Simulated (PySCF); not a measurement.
bromo(trichloro)methane (CBrCl₃), SMILES ClC(Cl)(Cl)Br.

The structure is a stationary point at PBE-D3(BJ)/def2-SVP.

Two levels are set side by side: TDA-PBE/def2-SVPD (PySCF) and TDA-PBE0/def2-SVPD (PySCF). Vertical, same geometry. The lowest singlet is HOMO→LUMO 98 % with PBE and HOMO→LUMO 98 % with the other functional; states are paired by order. Differences are taken from unrounded values.

| quantity | TDA-PBE0 | TDA-PBE | TDA-PBE minus TDA-PBE0 |
|---|---|---|---|
| lowest singlet excitation (eV) | 4.95 | 4.36 | -0.60 |
| lowest triplet excitation (TDA) (eV) | 4.29 | 3.91 | -0.38 |

A lower first singlet is the usual sign of a functional without exact exchange. Differences between two approximate levels are no errors against the true value.

Rough cost on one machine, each run with all the roots and properties that it gave: TDA-PBE0 against TDA-PBE about 3 times.
